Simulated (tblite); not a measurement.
Compound: C3H4F2Se.
Numbering: `[F:1][CH:2]([F:3])[CH2:4][CH:5]=[Se:6]` (hydrogens: H7 on C2; H8, H9 on C4; H10 on C5)

Computed with GFN2-xTB (tblite), gas phase: nudged elastic band of 9 images (0 to 8), spring 0.2 eV/Å², climbing image at the end, force threshold 0.05 eV/Å. No saddle search or frequency run followed, so the top image need not be a first-order saddle, and its height can exceed the method's true barrier by a kcal/mol or more.

Path: rotation about C2–C4 (CHF2 carbon, chain CH2 carbon), followed by the dihedral F3–C2–C4–C5, from 178° to -62°. Start geometry (image 0):
```
atom  x, y, z in Å
F1     -1.325    1.291   -0.606
C2     -1.135   -0.001   -0.247
F3     -2.207   -0.350    0.500
C4      0.149   -0.155    0.567
C5      1.347    0.181   -0.245
Se6     2.723   -0.872   -0.480
H7     -1.146   -0.611   -1.163
H8      0.076    0.535    1.415
H9      0.197   -1.177    0.946
H10     1.329    1.163   -0.709
```

The first guess turns that dihedral rigidly in even steps and adds one set of random displacements (0.04 Å standard deviation a coordinate) to every inner image. Energies of the images above image 0 (eV) in the early part of the optimisation:

| iteration | 1 | 2 | 3 | 4 | 5 | 6 | 7 | 8 |
| --- | --- | --- | --- | --- | --- | --- | --- | --- |
| 0 | 0.631 | 0.680 | 0.702 | 0.671 | 0.592 | 0.500 | 0.431 | 0.017 |
| 10 | 0.030 | 0.073 | 0.119 | 0.141 | 0.130 | 0.096 | 0.058 | 0.017 |

Problem. Where does the band end, and how far was the first guess from it?

Solution. Final energies, images 1 to 8: 0.015, 0.054, 0.094, 0.113, 0.102, 0.068, 0.032, 0.016 eV. The highest point drops from 0.70 eV (image 3) to 0.113 eV (image 4), by 0.59 eV. Image 4 moved by 0.06 Å rms, its dihedral from -123° to -120°. The end images are fixed. The true force on the top image ends at 0.038 eV/Å, and the largest on any image at 0.06 eV/Å; away from the top, the method drives only the force across the path to zero. The last saved iteration is 40.

The cost below is that of the whole band run. On Intel Xeon 6975P-C, one thread, shared host with 192 logical CPUs at a one-minute load of 105, this took 1.2 s of wall time and 0.18 GiB of memory at its peak.
